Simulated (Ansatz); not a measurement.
System: sum formula SiHF (charge -1, doublet). 
Structure (B3LYP-D3(BJ)/def2-TZVP (Ansatz, a quantum-chemistry and plane-wave program) minimum search):
```
Si
F 1 1.7121
H 1 1.5699 2 96.07
```
Charge -1, spin multiplicity 2.

Total electronic energies in hartree. Correlated levels leave the core frozen unless marked. UHF or UKS for open shells. No spin-orbit coupling. Non-relativistic unless marked X2C. CBS marks a two-point X^-3 extrapolation of the correlation energy; Hartree-Fock from the larger set.

```tsv
level	program	energy (Eh)
HF/def2-SVP	Ansatz	-388.77117
RI-HF/def2-QZVPP	Ansatz	-389.03048
PBE/def2-TZVPD	Ansatz	-389.76858
BLYP-D4/def2-TZVPD	Ansatz + dftd4	-390.01057
r2SCAN-D3(BJ)/def2-TZVPD	Ansatz + dftd3	-389.94281
r2SCANh/def2-TZVPD	Ansatz	-389.93496
r2SCAN0-D4/def2-TZVPD	Ansatz + dftd4	-389.92448
r2SCAN0/def2-TZVPD	Ansatz	-389.92408
RPA@PBE/cc-pV(Q+d)Z	Ansatz	…
MP2/def2-SVP	Ansatz	-389.03847
SCS-MP2/def2-SVP	Ansatz	-389.03439
CCSD/def2-TZVPPD	Ansatz	-389.40169
X2C-CCSD(T)/cc-pVTZ-DK	Ansatz	-390.08836
CCSD(T) with core electrons (1s frozen past Ne)/cc-pwCVTZ	Ansatz	-389.72495
CCSD(T)/CBS(aug-cc-pV(T+d)Z,aug-cc-pV(Q+d)Z)	Ansatz	-389.4822
```

Problem. Some entries are withheld; supply them.

Solution. 
- RPA@PBE/cc-pV(Q+d)Z, energy (Eh): -389.66006
